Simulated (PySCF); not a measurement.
Molecule: `B(CCCl)(Cl)Cl`, C$_{2}$H$_{4}$BCl$_{3}$.

Numbering as in the mapped SMILES `[Cl:1][CH2:2][CH2:3][B:4]([Cl:5])[Cl:6]`. Each H is labelled by its parent atom.

Geometry PBE0-D3(BJ)/def2-SVP throughout; GIAO in PySCF, gas phase, one conformer, non-relativistic; equivalent atoms averaged; basis pcSseg-2.

Problem. How do the absolute shieldings σ depend on the functional? (ppm; last column core-seconds on 1 thread of an Arm Neoverse V1, shared host; the GGAs took longer than the global hybrids here, which isn't the general rule, and the cause wasn't traced)

Solution. 
```tsv
functional	kind	Cl5/Cl6	Cl1	C2	C3	B4	H(C2)	H(C3)	core-s
HF	Hartree–Fock	767.5	889.4	149.2	160.1	50.3	28.27	29.87	27
LDA	LDA	595.5	791.6	131.4	137.7	23.5	27.02	28.54	43
PBE	GGA	626.1	799.0	130.4	138.8	27.7	27.47	29.01	49
BLYP	GGA	623.2	781.7	124.6	134.0	23.9	27.65	29.24	50
BP86	GGA	627.7	799.0	130.1	138.9	28.7	27.53	29.08	51
OPBE	GGA	659.1	825.2	136.5	146.8	38.0	27.49	29.02	54
KT2	GGA	653.8	816.2	134.5	142.7	38.0	27.45	29.04	54
KT3	GGA	670.4	816.6	132.9	143.3	38.9	27.64	29.23	53
B97-D	GGA	656.5	801.5	129.3	140.7	34.5	27.67	29.27	50
B3LYP	global hybrid	655.9	808.0	130.6	140.4	28.4	27.75	29.33	43
```

Problem. Which nucleus moves most, in ppm?

Solution. Cl5/Cl6 (chlorine bonded to B): from 595.5 ppm with LDA to 767.5 ppm with HF. The smallest spread is 1.26 ppm, at H(C2). Proton shifts span only some 12 ppm, so a few tenths of a ppm matter as much there as several ppm in carbon.
